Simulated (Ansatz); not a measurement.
C$_{2}$H$_{4}$FNOSi, SMILES `C[SiH](F)N=C=O`. Charge 0, multiplicity 1.

```xyz
10

C    -0.5800    1.3051   -0.7602
Si   -0.2547    0.1577    0.6431
F     0.6567    0.8888    1.7295
N     0.5962   -1.2090    0.0840
C     1.2063   -2.2363    0.0863
O     1.8009   -3.2347    0.0442
H     0.3563    1.6175   -1.2281
H    -1.1083    2.1969   -0.4151
H    -1.1948    0.8140   -1.5184
H    -1.4786   -0.3001    1.3346
```

Task: What are the harmonic wavenumbers in cm⁻¹ at PBE0-D4/def2-TZVP (Ansatz, finite differences of forces, unscaled)? (An estimate is asked.)

Result: The calculation gave: 27, 41, 151, 213, 276, 321, 585, 639, 649, 702, 753, 778, 848, 901, 935, 1287, 1443, 1444, 1523, 2262, 2422, 3055, 3142, 3145.

Task: Is this a minimum?

Result: Yes, all 24 modes are real.

Task: Give the ideal-gas thermochemistry at 298.15 K and 1 bar (rigid rotor, harmonic oscillator; point group C1, symmetry number 1).

Result: Zero-point energy 164.7 kJ/mol; H(298) − E = 187.0 kJ/mol; entropy 371.7 J/(mol·K), of which translation 166.9, rotation 115.7, vibration 89.0; G(298) − E = 76.2 kJ/mol. Modes under 100 cm⁻¹ are hindered rotations or soft bends, so the harmonic entropy is rough.

Task: Rotational constants (cm⁻¹)?

Result: 0.2067, 0.05071, 0.04341.
